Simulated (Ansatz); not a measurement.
`CCCCCCCCCC[S][Ag]`. The state is a triplet with charge 0. Geometry PBE-D4/def2-SVP, that of the neutral singlet; atoms count from 1.

```xyz
33

C     4.8038    0.4611   -1.3025
C     4.5287   -0.2304    0.0352
C     3.3084    0.3098    0.7948
C     1.9639    0.0893    0.0940
C     0.7602    0.5832    0.9009
C    -0.5839    0.3649    0.2014
C    -1.7895    0.8402    1.0190
C    -3.1437    0.7002    0.3098
C    -3.5594   -0.7464    0.0172
C    -4.9082   -0.8584   -0.6906
S    -5.5077   -2.5689   -0.9888
Ag   -3.7166   -3.5476   -2.1339
H     5.7212    0.0647   -1.7829
H     3.9718    0.3222   -2.0230
H     4.9443    1.5546   -1.1682
H     4.3976   -1.3234   -0.1314
H     5.4248   -0.1331    0.6857
H     3.2689   -0.1659    1.7998
H     3.4469    1.3989    0.9852
H     1.9645    0.5943   -0.8975
H     1.8393   -0.9964   -0.1243
H     0.8873    1.6665    1.1269
H     0.7462    0.0738    1.8914
H    -0.6908   -0.7163   -0.0390
H    -0.5777    0.8902   -0.7813
H    -1.6363    1.9071    1.2940
H    -1.8203    0.2838    1.9833
H    -3.1199    1.2763   -0.6433
H    -3.9297    1.1813    0.9327
H    -2.7950   -1.2456   -0.6232
H    -3.5919   -1.3350    0.9600
H    -5.7073   -0.4084   -0.0593
H    -4.9002   -0.2865   -1.6422
```

In the def2 sets Ag takes a core potential; there is no spin–orbit coupling. At PBE0-D4/def2-SVP a singlet of charge 0 lies 2.03 eV below the triplet at the same geometry.

**Question.** Estimate the Mulliken populations of the heavy atoms from the PBE0/def2-SVP orbitals of Ansatz.

**Answer.** 
```tsv
atom	charge (e)	spin (α − β)	d electrons
C1	-0.10	0.00	–
C2	-0.08	0.00	–
C3	-0.07	0.00	–
C4	-0.08	0.00	–
C5	-0.06	0.00	–
C6	-0.09	0.00	–
C7	-0.04	0.00	–
C8	-0.05	0.00	–
C9	-0.10	0.02	–
C10	-0.17	-0.05	–
S11	0.03	1.00	–
Ag12	-0.17	0.98	9.83
```
Mulliken values depend strongly on the basis.

**Question.** Where does the spin sit?

**Answer.** Summed by element: C -0.02, S 1.00, Ag 0.98, H 0.04, of 2 unpaired in all. Largest on single atoms: S11 1.00, Ag12 0.98, C10 -0.05.

**Question.** And the Mayer bond orders between heavy atoms (over 0.3)?

**Answer.** S11–Ag12 0.63 (2.34 Å); C1–C2 1.08 (1.53 Å); C2–C3 1.08 (1.54 Å); C3–C4 1.06 (1.53 Å); C4–C5 1.07 (1.53 Å); C5–C6 1.07 (1.53 Å); C6–C7 1.06 (1.53 Å); C7–C8 1.09 (1.54 Å); C8–C9 1.06 (1.53 Å); C9–C10 1.02 (1.53 Å); C10–S11 1.01 (1.84 Å).
